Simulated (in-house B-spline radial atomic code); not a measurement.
RPA and G0W0 on LDA VWN5: the beryllium ion Be²⁺

Configuration 1s2, mean-field start LDA VWN5. Computed with a B-spline radial code for spherical atoms: all electrons, scalar-relativistic (spin-free one-electron X2C), finite nucleus, each spin shell either full or empty, empty states to l = 9 with an (l + 1/2)⁻⁴ tail; G0W0 by contour deformation at full frequency.

Command:
```bash
python run_gw.py task.json out
```
Settings (radii: box in bohr, nucleus in fm):
```
Z                        4
electrons                2
configuration            1s2
hamiltonian              x2c
method                   lda,vwn
lmax                     9
rms_radius               2.519
spin_polarised           False
box_radius               17.55
intervals                72
ion_configuration        1s1
```

Cost of the run: 1.8 s on 1 thread of Arm Neoverse N1 (shared host).

Energies (hartree):

```tsv
term	value
mean-field total	-13.44703
Hartree-Fock functional on these orbitals	-13.61124
direct second order	-0.095045
second-order exchange	0.047523
SOSEX correction	0.044339
```

**Question.** What is the RPA correlation energy, and what remains with SOSEX?

**Answer.** RPA gives -0.088678 hartree (-1.21 eV per electron); RPA + SOSEX gives -0.044339, and the second-order doubles -0.047522 hartree (no singles). SOSEX takes back 50 % of the RPA value, the self-correlation of each of the two electrons.

Quasi-particle levels (eV):

| level | occupied | mean field | Σx - vxc | Σc | QP weight | G0W0 |
| --- | --- | --- | --- | --- | --- | --- |
| 1s | yes | -130.81 | -23.81 | ? | ? | ? |
| 2s | no | -20.347 | 2.47 | -0.16 | 0.999 | -18.038 |

G0W0 = mean field + (Σx - vxc) + Σc, with Σc (partial-wave tail included) taken at the quasi-particle energy.

**Question.** Where does G0W0 put 1s?

**Answer.** At -153.60 eV, with Σc = 1.02 eV and a quasi-particle weight of 0.975. The tabulated removal energy is 153.896 eV (NIST, tabulated theory).

**Question.** What does it cost to remove one electron (to 1s1) by differences of total energies, each species on its own start (correlation terms add to the Hartree-Fock functional)?

**Answer.** LDA VWN5 151.95 eV, Hartree-Fock functional 152.68 eV, + RPA 154.47 eV, + RPA + SOSEX 153.89 eV, + second order 153.97 eV. Tabulated: 153.896 eV (NIST, tabulated theory).
